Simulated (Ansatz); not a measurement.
Correlation energies of AsS, SMILES `S=[As]` radical by basis set

Cartesian coordinates in Å:
```
S -0.4088 0.7541 0.5246
As 0.4088 -0.7541 -0.5246
```

Charge 0, multiplicity 2. Correlated methods include outer-core shells of As, which these sets cover unevenly. Scalar relativity is left out up to krypton. All single points use the PBE0-D4/def2-TZVP geometry. Frozen core, unrestricted reference, Ansatz 0.2.0.

```json
{"basis": "def2-SVP", "HF (Eh)": "-2631.32712", "MP2 corr.": "-0.31354"}
{"basis": "def2-TZVPP", "HF (Eh)": "-2631.74655", "MP2 corr.": "-0.38032"}
{"basis": "def2-QZVPP", "HF (Eh)": "-2631.80351", "MP2 corr.": "-0.67647"}
```

Problem. Estimate the CCSD correlation energy and the (T) correction in each basis where they were run (hartree).

Solution. 
```csv
basis,CCSD corr.,(T)
def2-SVP,-0.34305,-0.01368
def2-TZVPP,-0.41187,-0.02220
def2-QZVPP,-0.68495,-0.02816
```

The UHF reference is spin-contaminated (⟨S²⟩ = 1.19, T1 = 0.055).
